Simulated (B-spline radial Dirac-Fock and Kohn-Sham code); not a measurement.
**Auger parameter of germanium: the L3 level and its strongest L3-MM line**

Model: Dirac-Fock ΔSCF + Breit + QED. Program: an atomic code on a B-spline grid. The modified Auger parameter α′ is the binding energy plus the kinetic energy of the Auger electron; it does not depend on the energy zero. For free ions it tends to fall with charge, since less charge screens the final holes.

```
            species      configuration  binding 2p3/2 (eV)  Auger line  kinetic (eV)  α′ (eV)
                 Ge  [Ar] 3d10 4s2 4p2              1226.3    M4M5 J=4        1129.6   2355.9
                Ge⁺  [Ar] 3d10 4s2 4p1              1236.6    M4M5 J=4        1117.6   2354.2
                Ge⁺  [Ar] 3d10 4s1 4p2              1238.3    M4M5 J=4        1116.1   2354.5
   Ge⁺ (Watson 2 Å)  [Ar] 3d10 4s2 4p1              1229.6    M4M5 J=4        1124.8   2354.3
               Ge²⁺      [Ar] 3d10 4s2              1248.6    M4M5 J=4        1104.4   2353.0
Ge²⁺ (Watson 2.4 Å)      [Ar] 3d10 4s2              1236.6    M4M5 J=4        1116.4   2353.0
Ge²⁺ (Watson 2.7 Å)      [Ar] 3d10 4s2              1238.0    M4M5 J=4        1115.1   2353.0
               Ge³⁺      [Ar] 3d10 4s1              1263.5    M4M5 J=4        1088.9   2352.4
Ge³⁺ (Watson 2.4 Å)      [Ar] 3d10 4s1              1245.5    M4M5 J=4        1106.9   2352.4
  Ge³⁺ (Watson 3 Å)      [Ar] 3d10 4s1              1249.1    M4M5 J=4        1103.3   2352.4
               Ge⁴⁺          [Ar] 3d10              1279.5    M4M5 J=4        1072.5   2352.1
```

Values without a named source are computed, but for edge energies of neutral atoms, which are taken from tables.
